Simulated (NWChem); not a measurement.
CaF cation; SMILES [Ca+][F]

Computed with NWChem. The geometry was optimised at B3LYP/6-31G* (spherical d). B3LYP is NWChem's, with the RPA form of VWN correlation. Vertical excitations in the gas phase; the lowest state need not have the same character in each row.

| level | lowest excitation, singlet (eV) | oscillator strength of that lowest state | lowest triplet (eV) | orbital gap (eV) |
|---|---|---|---|---|
| PBE/def2-SVP, full TDDFT | 4.67 | 0.007 | 4.62 | 4.69 |
| B3LYP/def2-SVP, full TDDFT | 5.26 | 0.009 | 5.23 | 6.31 |
| LRC-wPBEh/def2-SVP, full TDDFT | 5.85 | 0.014 | 5.78 | 10.25 |
| Hartree-Fock/def2-SVP, TDHF | 8.38 | 0.023 | 8.22 | 13.39 |
